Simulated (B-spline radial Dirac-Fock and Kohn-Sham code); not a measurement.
## Satellites and hypersatellites of the K lines of Ta⁺

System: tantalum as Ta⁺ in the configuration 1s2 2s2 2p6 3s2 3p6 3d10 4s2 4p6 4d10 4f14 5s2 5p6 5d3 6s1, inside a Watson sphere of charge -1 and radius 2.4 Å (a model of the Madelung potential; inside it an electron's potential energy is raised by 6.0 eV).

The run's input, task.json:

```json
{"items": [{
  "Z": 73,
  "q": 1,
  "cfg": [[1, 0, 2], [2, 0, 2], [2, 1, 6], [3, 0, 2], [3, 1, 6], [3, 2, 10], [4, 0, 2], [4, 1, 6], [4, 2, 10], [4, 3, 14], [5, 0, 2], [5, 1, 6], [5, 2, 3], [6, 0, 1]],
  "A": 181,
  "rrms": 5.3507,
  "watson": [-1, 2.4],
  "do": ["binding", "quiet", "double"]
}]}
```

Launch: `python xray_run.py task.json out`

These are calculated numbers from a radial finite-basis atomic code; the model is relaxed Dirac-Fock hole states (ΔSCF) with Breit and QED corrections and a finite nucleus. Each two-hole energy is an average over J within one jj subconfiguration, not an observable level; in light atoms, where LS coupling holds, the j-resolved values are not observed lines, and for a K spectator the Kα1 hypersatellite is nearly forbidden. Electron correlation is not included.

Lines without a spectator: Kα2 (K-L2) 56273.7 eV, Kα1 (K-L3) 57529.6 eV, Kβ3 (K-M2) 64938.4 eV, Kβ1 (K-M3) 65212.2 eV. Shifts in eV with one spectator hole (a dash: not computed, or left out as unreliable):

| spectator hole | Kα2 | Kα1 | Kβ3 | Kβ1 |
| --- | --- | --- | --- | --- |
| K (1s) | +961.5 | +1032.0 | +1244.1 | +1260.4 |
| L2 (2p1/2) | +122.0 | +163.8 | – | +313.2 |
| L3 (2p3/2) | +93.4 | +102.0 | +237.8 | – |
| M2 (3p1/2) | – | +25.74 | +49.8 | +59.1 |
| M3 (3p3/2) | +14.28 | – | +42.7 | +43.2 |
| M4 (3d3/2) | +4.84 | +1.44 | – | – |
| M5 (3d5/2) | -0.48 | +3.47 | – | – |
